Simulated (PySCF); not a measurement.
**Te(OH)₂, singlet: data card**

Level of theory: PySCF, PBE0, basis Te def2-TZVP with ECP28, O def2-TZVP, H def2-TZVP (scalar-relativistic core potentials, no spin–orbit coupling, density fitting).

The structure is a saddle point with 1 imaginary mode.

```xyz
5
charge 0 multiplicity 1, angstrom
Te    0.0000    0.0000    0.0000
O     0.1013    0.0000    2.0290
O    -0.1013    0.0000   -2.0290
H    -0.7674    0.0000    2.4480
H     0.7674    0.0000   -2.4480
```

```json
{
 "Point group": "C2h",
 "Bond lengths": "O–H 0.965 Å (×2), Te–O 2.032 Å (×2)",
 "Bond angles": "H–O–Te 112.9° (×2), O–Te–O 180.0°",
 "Rotational constants": "11.54, 0.1172, 0.116 cm⁻¹",
 "Atomisation energy without zero-point energy": "1255 kJ/mol",
 "Zero-point energy (real modes)": "66.8 kJ/mol",
 "Lowest empty level": "-4.59 eV",
 "Dipole moment": "0.00 D",
 "Principal quadrupole moments (Buckingham, traceless) about the centre of mass": "-14.26, 3.67, 10.59 D Å",
 "Highest occupied level": "-6.45 eV",
 "Principal polarisabilities": "31.1, 33.6, 76.5 bohr³"
}
```

Harmonic modes (masses in u: Te 129.906, O 15.995, H 1.008):
```json
{"symmetry": "au", "ω (cm⁻¹)": "248i", "IR (km/mol)": "–"}
{"symmetry": "bu", "ω (cm⁻¹)": "203", "IR (km/mol)": "13.0"}
{"symmetry": "bu", "ω (cm⁻¹)": "511", "IR (km/mol)": "224"}
{"symmetry": "ag", "ω (cm⁻¹)": "551", "IR (km/mol)": "0.0"}
{"symmetry": "au", "ω (cm⁻¹)": "665", "IR (km/mol)": "258"}
{"symmetry": "ag", "ω (cm⁻¹)": "760", "IR (km/mol)": "0.0"}
{"symmetry": "bu", "ω (cm⁻¹)": "821", "IR (km/mol)": "181"}
{"symmetry": "bu", "ω (cm⁻¹)": "3828", "IR (km/mol)": "182"}
{"symmetry": "ag", "ω (cm⁻¹)": "3829", "IR (km/mol)": "0.0"}
```

In C2h the vibrations span 2au + 4bu + 3ag. The ag modes carry no infrared intensity, as symmetry demands. With a centre of inversion only u modes can be infrared active and only g modes Raman active.

Charges (e):
| atom | Mulliken | Löwdin | polar tensor | Mayer order to Te1 |
| --- | --- | --- | --- | --- |
| Te1 | 0.53 | 0.55 | 1.03 | – |
| O2,3 | -0.58 | -0.40 | -0.79 | 0.97 |
| H4,5 | 0.32 | 0.13 | 0.27 | 0.01 |
Other Mayer orders above 0.3: O–H 0.89 (×2).

Mulliken populations on Te1 (electrons outside its core potential): s 4.03, p 9.12, d 10.27, f 0.05.

Outer orbital energies (eV). occupied: -17.77, -14.21, -12.36, -10.95, -10.05, -9.15, -8.10, -6.45; empty: -4.59, 0.10, 1.61, 2.92.

Other isomers or separated fragments may lie lower. At this level a singlet minimum of C2 symmetry lies 189 kJ/mol below this structure.

The final relaxation and frequency run took of the order of 110 core-seconds on a shared host.
